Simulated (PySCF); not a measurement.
Correlation energy of Ru⁺ (ruthenium, charge +1)

[Kr] 4d6 5p1, one real determinant (an excited configuration). Computed with PySCF 2.14 in ANO-RCC-VTZP, with the spin-free X2C one-electron Hamiltonian (Gaussian nucleus). Frozen: [Kr]; 7 electrons correlated.

MP2 pair energies summed by pair of shells (mhartree):

```tsv
pair	energy	share (%)
4d-4d	-105.61	86.5
4d-5p	-16.51	13.5
```

Total MP2 correlation energy: -122.11 mhartree.

Same-spin part -74.38 and opposite-spin part -47.73 mhartree; SCS-MP2 scales them by 1/3 and 6/5 to -82.07 mhartree.

The basis was made for the ground configuration and has no added diffuse functions, which can raise the energy of the promoted electron.

The reference is one real determinant that mixes LS terms of this configuration.
